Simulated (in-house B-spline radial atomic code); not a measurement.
Br⁶⁺. Computed with a B-spline radial atomic code. Model: all-electron spherical atom, spin shells full or empty, radial basis limit, no spin-orbit coupling, Breit or QED, empty-state partial waves extrapolated as (l+1/2)^-4, RPA, G0W0 and static COHSEX of the highest shell as one setting changes (uncorrelated shells keep exact exchange).

In a row where one electron alone is correlated, RPA and GW hold only self-correlation.

Given: element Br; charge 6; filled core Ar; hamiltonian one-electron scalar X2C; mean-field start HSE06; highest l of empty states 9; nuclear rms radius 4.1629 fm; highest mean-field shell 4s up.

Shell: 3d 5 5, 4s 1 0 (electrons up and down).

```csv
lowest nl shells left uncorrelated,RPA correlation energy (hartree),G0W0 level (eV),G0W0 minus most complete (meV),COHSEX level (eV)
0,-2.175,-103.92,0,-105.6
1,?,?,?,?
2,-1.8415,-103.93,-10.4,-105.62
3,-1.3421,-103.91,12.6,-105.57
4,-1.1626,-104.04,-122.1,-105.82
5,?,?,?,?
6,-0.023708,-103.03,890.8,-104.31
```

Problem. What follows for lowest nl shells left uncorrelated = 1?

Solution. RPA correlation energy -2.021 hartree; G0W0 level -103.92 eV; G0W0 minus most complete 0.7 meV; COHSEX level -105.6 eV.

Problem. What follows for lowest nl shells left uncorrelated = 5?

Solution. RPA correlation energy -0.65532 hartree; G0W0 level -103.96 eV; G0W0 minus most complete -37.7 meV; COHSEX level -105.69 eV.
